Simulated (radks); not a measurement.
Task: P II, configuration [Ne] 3s2 3p2 (the NIST ground configuration). Calculated with a radial shooting solver on a logarithmic mesh with Libxc functionals: non-relativistic Kohn-Sham, PBEsol, spin-polarised, spherical densities, point nucleus; open shells are filled with parallel spins first; hard spherical wall at 10 bohr. Some entries of the table are withheld. Estimate them.

orbital,occ.,eigenvalue (Ry),<r^2> (bohr^2),<1/r> (bohr^-1)
1s up,1,-153.2191,0.01458,14.55
1s down,1,-153.2006,0.01457,14.55
2s up,1,-13.46331,0.3254,2.803
2s down,1,-13.44419,0.3249,2.803
2p up,3,-9.91839,0.2967,2.705
2p down,3,-9.89230,0.2960,2.705
3s up,1,-1.76244,3.823,0.7481
3s down,1,-1.59857,3.873,0.7492
3p up,2,-1.10097,5.232,0.6342
3p down,0,-0.94359,5.519,0.6249
4s up,0,-0.36078,25.38,0.2751
3d up,0,(1),13.90,0.3699
4s down,0,-0.29930,26.75,0.2665
4p up,0,-0.21295,31.55,0.2464
3d down,0,(2),17.43,0.3297
4p down,0,-0.15692,33.04,0.2428

Result: 
(1) 3d up eigenvalue (Ry): -0.31300
(2) 3d down eigenvalue (Ry): -0.20856
